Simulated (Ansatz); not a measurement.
Zr4P4. Charge 0, multiplicity 1. Geometry PBE-D4/def2-SVP.

Cartesian coordinates in Å:
```
Zr -0.801 -1.170 1.039
Zr -0.347 1.590 1.747
Zr -0.273 1.137 -1.226
Zr 1.871 0.060 0.669
P -1.602 -1.028 -1.327
P 1.398 -2.379 0.441
P -0.889 3.145 0.014
P 0.641 -1.356 -1.356
```

In the def2 sets Zr takes a core potential; there is no spin–orbit coupling. The restricted singlet is unstable towards broken spin symmetry in Hartree–Fock (as tested in another run); at PBE-D4/def2-SVP, PBE-D4/def2-TZVP, r2SCAN-D4/def2-TZVP, PBE0-D4/def2-SVP and others this wasn't settled. Another isomer (singlet) lies 2.73 eV lower at PBE0-D4/def2-TZVP; other spin states weren't run for this one.

Q: Estimate the orbital energies around the gap (eV) in Ansatz with PBE-D4/def2-SVP, PBE-D4/def2-TZVP, r2SCAN-D4/def2-TZVP, PBE0-D4/def2-SVP, PBE0-D4/def2-TZVP.

A: 
```tsv
orbital	PBE-D4/def2-SVP	PBE-D4/def2-TZVP	r2SCAN-D4/def2-TZVP	PBE0-D4/def2-SVP	PBE0-D4/def2-TZVP
HOMO−13	-7.66	-7.52	-7.78	-8.74	-8.59
HOMO−12	-7.54	-7.41	-7.67	-8.64	-8.51
HOMO−11	-7.50	-7.39	-7.64	-8.62	-8.48
HOMO−10	-5.99	-5.91	-6.08	-6.94	-6.85
HOMO−9	-5.95	-5.87	-6.05	-6.92	-6.82
HOMO−8	-5.82	-5.74	-5.90	-6.72	-6.62
HOMO−7	-5.61	-5.54	-5.67	-6.54	-6.45
HOMO−6	-5.25	-5.18	-5.32	-6.17	-6.08
HOMO−5	-5.12	-5.06	-5.19	-6.00	-5.91
HOMO−4	-4.98	-4.92	-5.02	-5.77	-5.69
HOMO−3	-4.72	-4.65	-4.74	-5.51	-5.43
HOMO−2	-4.21	-4.15	-4.21	-4.90	-4.82
HOMO−1	-4.09	-4.03	-4.14	-4.86	-4.78
HOMO	-3.82	-3.77	-3.81	-4.49	-4.42
LUMO	-3.40	-3.35	-3.30	-2.82	-2.75
LUMO+1	-3.17	-3.13	-3.00	-2.51	-2.45
LUMO+2	-2.98	-2.95	-2.82	-2.35	-2.30
LUMO+3	-2.80	-2.77	-2.66	-2.19	-2.14
LUMO+4	-2.57	-2.54	-2.39	-1.93	-1.88
LUMO+5	-2.40	-2.38	-2.19	-1.78	-1.74
```
